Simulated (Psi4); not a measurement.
C$_{4}$H$_{3}$O (SMILES [c-]1ccco1), charge -1, singlet, at a GFN2-xTB geometry (a gas-phase anion, which may not be bound at this level), with bond 8-5 at 2.0 times its length; SVWN/STO-3G (Psi4 1.11).

The Psi4 input:
```
memory 2 GB

molecule mol {
-1 1
  O    -0.004341    0.047931    1.169040
  C     0.016995    1.220550    0.394784
  C    -0.017605   -1.044580    0.366982
  C     0.015536    0.752944   -0.919969
  C    -0.006104   -0.664033   -0.938463
  H    -0.034597   -2.019360    0.839172
  H     0.028937    1.373996   -1.813766
  H    -0.018978   -1.990706   -2.656997
}

set basis sto-3g
set reference rks
set dft_nuclear_scheme stratmann

energy('svwn')
print_variables()
```

The log (banner, timings and long lists left out):

```
   => Loading Basis Set <=

    Name: STO-3G
    Role: ORBITAL
    Keyword: BASIS

         ---------------------------------------------------------
                                   SCF
               by Justin Turney, Rob Parrish, Andy Simmonett
                          and Daniel G. A. Smith
                              RKS Reference
         ---------------------------------------------------------

  ==> Geometry <==

    Molecular point group: c1
    Full point group: C1

    Geometry (in Angstrom), charge = -1, multiplicity = 1:

       Center              X                  Y                   Z               Mass
    ------------   -----------------  -----------------  -----------------  -----------------
         O           -0.004514076115     0.028704532080     1.141007475223    15.994914619570
         C            0.016821923885     1.201323532080     0.366751475223    12.000000000000
         C           -0.017778076115    -1.063806467920     0.338949475223    12.000000000000
         C            0.015362923885     0.733717532080    -0.948001524777    12.000000000000
         C           -0.006277076115    -0.683259467920    -0.966495524777    12.000000000000
         H           -0.034770076115    -2.038586467920     0.811139475223     1.007825032230
         H            0.028763923885     1.354769532080    -1.841798524777     1.007825032230
         H           -0.019151076115    -2.009932467920    -2.685029524777     1.007825032230

  Running in c1 symmetry.

  Rotational constants: A =      0.32390  B =      0.28961  C =      0.15290 [cm^-1]
  Rotational constants: A =   9710.14602  B =   8682.29014  C =   4583.74868 [MHz]
  Nuclear repulsion =  148.060599123867036

  Charge       = -1
  Multiplicity = 1
  Electrons    = 36
  Nalpha       = 18
  Nbeta        = 18

  ==> Algorithm <==

  SCF Algorithm Type is DF.
  DIIS enabled.
  MOM disabled.
  Fractional occupation disabled.
  Guess Type is SAD.
  Energy threshold   = 1.00e-06
  Density threshold  = 1.00e-06
  Integral threshold = 1.00e-12

  ==> Primary Basis <==

  Basis Set: STO-3G
    Blend: STO-3G
    Number of shells: 18
    Number of basis functions: 28
    Number of Cartesian functions: 28
    Spherical Harmonics?: true
    Max angular momentum: 1

  ==> DFT Potential <==

   => LibXC <=

    Version 7.1.2
    S. Lehtola, C. Steigemann, M. J. T. Oliveira, and M. A. L. Marques,  SoftwareX 7, 1–5 (2018) (10.1016/j.softx.2017.11.002)

   => Composite Functional: SVWN <=

    Slater exchange
    Vosko, Wilk & Nusair (VWN5_RPA)
    P. A. M. Dirac,  Math. Proc. Cambridge Philos. Soc. 26, 376 (1930) (10.1017/S0305004100016108)
    F. Bloch,  Z. Phys. 57, 545 (1929) (10.1007/BF01340281)
    S. H. Vosko, L. Wilk, and M. Nusair,  Can. J. Phys. 58, 1200 (1980) (10.1139/p80-159)

    Deriv               =              1
    GGA                 =          FALSE
    Meta                =          FALSE

    Exchange Hybrid     =          FALSE
    MP2 Hybrid          =          FALSE

   => Exchange Functionals <=

    1.0000         XC_LDA_X

   => Correlation Functionals <=

    1.0000   XC_LDA_C_VWN_RPA

   => LibXC Density Thresholds  <==

    XC_LDA_C_VWN_RPA:  1.00E-15
    XC_LDA_X:  1.00E-15

   => Molecular Quadrature <=

    Radial Scheme          =       TREUTLER
    Pruning Scheme         =           NONE
    Nuclear Scheme         =      STRATMANN

    Blocking Scheme        =         OCTREE
    BS radius alpha        =              1
    Pruning alpha          =              1
    Radial Points          =             75
    Spherical Points       =            302
    Total Points           =         157654
    Total Blocks           =           1243
    Max Points             =            256
    Max Functions          =             28
    Weights Tolerance      =       1.00E-15

   => Loading Basis Set <=

    Name: (STO-3G AUX)
    Role: JKFIT
    Keyword: DF_BASIS_SCF

  ==> Integral Setup <==

  SCF_SUBTYPE=INCORE selected. In-core MEM_DF algorithm will be used.
  Using in-core AOs.

  ==> MemDFJK: Density-Fitted J/K Matrices <==

    J tasked:                   Yes
    K tasked:                    No
    wK tasked:                   No
    Algorithm:                 Core
    Schwarz Cutoff:           1E-12
    Mask sparsity (%):       1.2755
    Fitting Condition:        1E-10

   => Auxiliary Basis Set <=

  Basis Set: (STO-3G AUX)
    Blend: DEF2-UNIVERSAL-JKFIT
    Number of shells: 143
    Number of basis functions: 431
    Number of Cartesian functions: 509
    Spherical Harmonics?: true
    Max angular momentum: 4

  Minimum eigenvalue in the overlap matrix is 1.8035682533E-01.
  Reciprocal condition number of the overlap matrix is 7.3015474232E-02.
    Using symmetric orthogonalization.

  ==> Pre-Iterations <==

  SCF Guess: Superposition of Atomic Densities via on-the-fly atomic UHF (no occupation information).

   -------------------------
    Irrep   Nso     Nmo
   -------------------------
     A         28      28
   -------------------------
    Total      28      28
   -------------------------

  ==> Iterations <==

                           Total Energy        Delta E     RMS |[F,P]|

   @DF-RKS iter SAD:  -223.30629016600477   -2.23306e+02   0.00000e+00
   @DF-RKS iter   1:  -224.80317150842876   -1.49688e+00   1.06484e-02 DIIS/ADIIS
   @DF-RKS iter   2:  -223.14766773446746    1.65550e+00   4.02273e-02 DIIS/ADIIS
   @DF-RKS iter   3:  -224.70727357875361   -1.55961e+00   1.75877e-02 DIIS/ADIIS
   @DF-RKS iter   4:  -224.86850816323124   -1.61235e-01   4.21756e-03 DIIS/ADIIS
   @DF-RKS iter   5:  -224.57730327536751    2.91205e-01   2.06462e-02 DIIS/ADIIS
   @DF-RKS iter   6:  -224.87334393667356   -2.96041e-01   3.37537e-03 DIIS/ADIIS
   @DF-RKS iter   7:  -224.88416645429345   -1.08225e-02   4.50528e-04 DIIS/ADIIS
   @DF-RKS iter   8:  -224.88410628447892    6.01698e-05   4.42205e-04 DIIS/ADIIS
   @DF-RKS iter   9:  -224.88428387442667   -1.77590e-04   1.40212e-04 DIIS/ADIIS
   @DF-RKS iter  10:  -224.88430048187189   -1.66074e-05   5.98348e-05 DIIS
   @DF-RKS iter  11:  -224.88430394310654   -3.46123e-06   5.87677e-06 DIIS
   @DF-RKS iter  12:  -224.88430396455772   -2.14512e-08   2.56104e-06 DIIS
   @DF-RKS iter  13:  -224.88430397095365   -6.39594e-09   2.73178e-08 DIIS
  Energy and wave function converged.

  ==> Post-Iterations <==

   Electrons on quadrature grid:
      Ntotal   =   36.0000346024 ; deviation = 3.460e-05

    Orbital Energies [Eh]
    ---------------------

    Doubly Occupied:

       1A    -18.200820     2A     -9.372393     3A     -9.316013
       4A     -9.304301     5A     -9.239215     6A     -0.713675
       7A     -0.412938     8A     -0.361695     9A     -0.229339
      10A     -0.194318    11A     -0.144006    12A     -0.075227
      13A     -0.062457    14A      0.015766    15A      0.067241
      16A      0.078165    17A      0.124632    18A      0.167311

    Virtual:

      19A      0.205709    20A      0.336965    21A      0.401868
      22A      0.522526    23A      0.582811    24A      0.591352
      25A      0.681688    26A      0.802512    27A      0.826360
      28A      0.938410

    Final Occupation by Irrep:
              A
    DOCC [    18 ]
    NA   [    18 ]
    NB   [    18 ]

  @DF-RKS Final Energy:  -224.88430397095365

   => Energetics <=

    Nuclear Repulsion Energy =            148.0605991238670356
    One-Electron Energy =                -610.4933821597132919
    Two-Electron Energy =                 268.0560093810090621
    DFT Exchange-Correlation Energy =     -30.5075303161164832
    Empirical Dispersion Energy =           0.0000000000000000
    VV10 Nonlocal Energy =                  0.0000000000000000
    Total Energy =                       -224.8843039709536527

Computation Completed

Properties will be evaluated at   0.000000,   0.000000,   0.000000 [a0]

Properties computed using the SCF density matrix

 Multipole Moments:

 ------------------------------------------------------------------------------------
     Multipole            Electronic (a.u.)      Nuclear  (a.u.)        Total (a.u.)
 ------------------------------------------------------------------------------------

 L = 1.  Multiply by 2.5417464519 to convert [e a0] to [Debye]
 Dipole X            :          0.0170697           -0.0236058           -0.0065361
 Dipole Y            :          2.3411547           -2.5251699           -0.1840152
 Dipole Z            :          4.3336161           -3.4778621            0.8557540
 Magnitude           :                                                    0.8753395

 ------------------------------------------------------------------------------------

  Variable Map:
  ----------------------------------------------------------------------------
  "CURRENT ENERGY"              =>    -224.884303970954
  "CURRENT REFERENCE ENERGY"    =>    -224.884303970954
  "DD SOLVATION ENERGY"         =>       0.000000000000
  "DFT FUNCTIONAL TOTAL ENERGY" =>    -224.884303970954
  "DFT TOTAL ENERGY"            =>    -224.884303970954
  "DFT VV10 ENERGY"             =>       0.000000000000
  "DFT XC ENERGY"               =>     -30.507530316116
  "GRID ELECTRONS ALPHA"        =>      18.000017301219
  "GRID ELECTRONS BETA"         =>      18.000017301219
  "GRID ELECTRONS TOTAL"        =>      36.000034602438
  "NUCLEAR REPULSION ENERGY"    =>     148.060599123867
  "ONE-ELECTRON ENERGY"         =>    -610.493382159713
  "PCM POLARIZATION ENERGY"     =>       0.000000000000
  "PE ENERGY"                   =>       0.000000000000
  "SCF ITERATION ENERGY"        =>    -224.884303970954
  "SCF ITERATIONS"              =>      13.000000000000
  "SCF TOTAL ENERGY"            =>    -224.884303970954
  "TWO-ELECTRON ENERGY"         =>     268.056009381009
  "XC GRID RADIAL POINTS"       =>      75.000000000000
  "XC GRID SPHERICAL POINTS"    =>     302.000000000000
  "XC GRID TOTAL POINTS"        =>  157654.000000000000

  Array Variable Map:
  ----------------------------------------------------------------------------
  "CURRENT DIPOLE"              =>      -0.006536125242 ... 0.855754032268 1 by 3
  "SCF DIPOLE"                  =>      -0.006536125242 ... 0.855754032268 1 by 3
  "SCF TOTAL ENERGIES"          =>    -223.306290166005 ... -224.884303970954 1 by 14
```
